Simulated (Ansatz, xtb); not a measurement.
Isomers of C4H8OSi2 in order of energy

8 gas-phase structures of C4H8OSi2, from a drawn sample of its isomers (lower ones may exist). Each was relaxed with GFN2-xTB:

A. `OC1=C[SiH2]C([SiH3])=C1`, a singlet
B. `O[Si@@H]1C=CC([SiH3])=C1`, a singlet
C. `OC1=C[Si@@H]([SiH3])C=C1`, a singlet
D. `O[Si]1([SiH3])C=CC=C1`, a singlet
E. `OC1=CC=C([SiH3])[SiH2]1`, a singlet
F. `OC1=CC=C[Si@@H]1[SiH3]`, a singlet
G. `OC1=C([SiH3])C=C[SiH2]1`, a singlet
H. `O[Si@@H]1C=CC=C1[SiH3]`, a singlet

Problem. Estimate their order in r2SCAN-D4/def2-SVP energy at these geometries, lowest first.

Solution. Calculated order at r2SCAN-D4/def2-SVP: H (0.0), D (2.8), B (4.0), A (25.3), C (26.4), E (29.3), F (31.1), G (31.1) kcal/mol. Less than 1 kcal/mol parts F and G, so the order within that pair means little.

Energies above the lowest of each column, in kcal/mol; the last columns are at B3LYP-D3(BJ)/def2-SVP geometries and were run for some of them only (a dash: not run or not comparable):

| structure | GFN2-xTB | HF/STO-3G | r2SCAN-D4/def2-SVP | B3LYP-D3(BJ)/def2-SVP | CCSD(T)/def2-SVP + ΔMP2/def2-TZVPP |
| --- | --- | --- | --- | --- | --- |
| H | 0.0 | 1.5 | 0.0 | 0.0 | 0.0 |
| D | 7.4 | 0.0 | 2.8 | 2.3 | 3.4 |
| B | 1.5 | 2.3 | 4.0 | 3.7 | 3.4 |
| A | 23.7 | 10.7 | 25.3 | – | – |
| C | 31.2 | 9.0 | 26.4 | – | – |
| E | 26.3 | 14.1 | 29.3 | – | – |
| F | 33.9 | 12.3 | 31.1 | – | – |
| G | 26.1 | 13.6 | 31.1 | – | – |

CCSD(T)/def2-SVP + ΔMP2/def2-TZVPP puts H lowest of those it was run on; HF/STO-3G picks D. Some further structures that were screened fall inside this span and aren't listed. Flexible structures stand in one conformer each, not always the lowest. Frequencies (GFN2-xTB) were run for B, D, H alone. ΔMP2 is the change of the MP2 energy from the smaller to the larger basis.

Over these structures GFN2-xTB departs from r2SCAN-D4/def2-SVP by 3.0 kcal/mol on average once a common shift is removed. A GFN2-xTB relaxation took about 0.11 s and the r2SCAN-D4/def2-SVP energy about 4.5 s on a shared host (Ansatz 0.2.0, xtb 6.7.1).
